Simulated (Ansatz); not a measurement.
Consider the formal exchange of groups at the Al–O bond: `[CH3][Al]([OH])[SeH]` + CH₄ → `[CH3][Al]([CH3])[SeH]` + H₂O.

Gas-phase electronic energies from Ansatz, PBE0-D4/def2-TZVP geometries. CCSD(T)/CBS adds triple-zeta CCSD(T) − MP2 to the extrapolated MP2 energy (def2 sets, frozen cores). This one scheme is used for every species. Functionals use def2-TZVPP. B3LYP here is the variant with VWN-RPA as its local correlation; programs differ in this. For Se outer-core shells are correlated without core-valence functions, which leaves a few kJ/mol of doubt a bond. Scalar relativity is left out up to krypton. Each species was taken in one conformer, which may not be the lowest.

`[CH3][Al]([OH])[SeH]`:

Cartesian coordinates in Å:
```
C -0.160 0.770 1.439
Al 0.049 -0.173 -0.239
O 1.147 -1.459 -0.342
Se -1.194 0.473 -2.101
H 0.435 1.688 1.440
H -1.200 1.058 1.614
H 0.176 0.156 2.278
H 1.320 -1.967 -1.131
H -0.572 -0.546 -2.957
```

CH₄:

Cartesian coordinates in Å:
```
C 0.000 0.000 0.000
H -0.970 -0.011 -0.496
H -0.035 0.680 0.851
H 0.763 0.336 -0.702
H 0.242 -1.004 0.347
```

`[CH3][Al]([CH3])[SeH]`:

Cartesian coordinates in Å:
```
C -1.254 1.141 0.144
Al 0.319 -0.011 0.172
C 0.502 -1.626 -0.903
Se 2.127 0.524 1.540
H -1.268 1.865 0.961
H -1.294 1.703 -0.796
H -2.174 0.550 0.196
H 1.485 -2.092 -0.803
H -0.250 -2.369 -0.615
H 0.338 -1.410 -1.964
H 1.468 1.725 2.068
```

H₂O:

Z-matrix (Å, degrees):
```
O
H 1 0.960
H 1 0.960 2 105.1
```

```json
{"level": "B3LYP-D4", "ΔE (eV)": "1.51"}
{"level": "r2SCAN0", "ΔE (eV)": "1.50"}
{"level": "CAM-B3LYP", "ΔE (eV)": "1.56"}
{"level": "MP2/def2-TZVPP", "ΔE (eV)": "1.50"}
```

What does CCSD(T)/CBS give? (Estimate.)

Ansatz gave: +1.45 eV. The listed levels differ from it by 0.06, 0.05, 0.11, 0.05 eV.

Largest T1 diagnostic among the species: 0.010.

At CCSD(T), def2-SVP lies +0.12 eV from the extrapolated value and def2-TZVPP +0.03 eV. In def2-TZVPP, CCSD(T) changes the Hartree–Fock value by −0.13 eV (the triples alone add −0.02 eV) and MP2 by −0.11 eV. Leaving LDA and LC-ωPBE aside and taking each functional with its dispersion term where it has one, the values, not all of them listed here, spread over 0.16 eV, from revPBE-D4 to B2PLYP.
